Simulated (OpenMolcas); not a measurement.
# Cu3+: the spin-orbit constant, worked from levels

```json
{"Program": "OpenMolcas", "Basis": "ANO-R2 [6s4p4d2f1g]", "Scalar Hamiltonian": "X2C, finite nucleus", "Active space": "8 electrons in 10 orbitals (3d 4d)", "State averaging": "2S+1 = 3 even, 10 roots; 2S+1 = 1 even, 15 roots", "Spin-orbit coupling": "state interaction with AMFI integrals over the reference wave functions, term energies averaged over their components"}
```

Methods: CASSCF; SS-CASPT2, IPEA 0.25 Eh, imaginary shift 0.1 Eh (closed shells correlated: 3s 3p). Measured levels: Sugar and Musgrove, J. Phys. Chem. Ref. Data 19, 527 (1990).

**The spin-orbit constant.** For the Hund term 3F of d8, E(J) = (A/2) J(J+1) + constant and ζ = -2S·A = -2A. From J = 2 to J = 4 the energy changes by 7 A.

```
   Source  E(4) - E(2)       A    ζ
   CASSCF      -3060.4  -437.2  874
SS-CASPT2      -3034.0  -433.4  867
 measured      -3077.6  -439.7  879
```

All in cm-1. SS-CASPT2 is off by -1.4 % and CASSCF by -0.6 %. Both methods take the spin-orbit matrix elements from the reference wave functions, so the second can move ζ only through the term energies and any multistate remixing. Second-order mixing with other terms is absorbed into this ζ.

CASPT2 does not keep the components of a term degenerate, so their means are used; among the terms shown or strongly mixed into the levels shown the widest spread is 430 cm-1 (3d8 3F, SS-CASPT2). Active for correlation alone: 4d; no level in the range computed is led by a configuration that fills it, so any true level of that kind is missing. Without dynamic correlation excited terms often stand tens of per cent too high (terms of higher spin than the ground term too low), and those without a measured partner can miss by more than the paired ones (holds for CASSCF). Measured partners are found by configuration, term and J. A level has none where our copy of the source lacks it or the pairing is in doubt (some pairs that miss far off the trend of their configuration count as doubtful), and it then counts in no deviation. Levels of configurations outside the active space are missing.
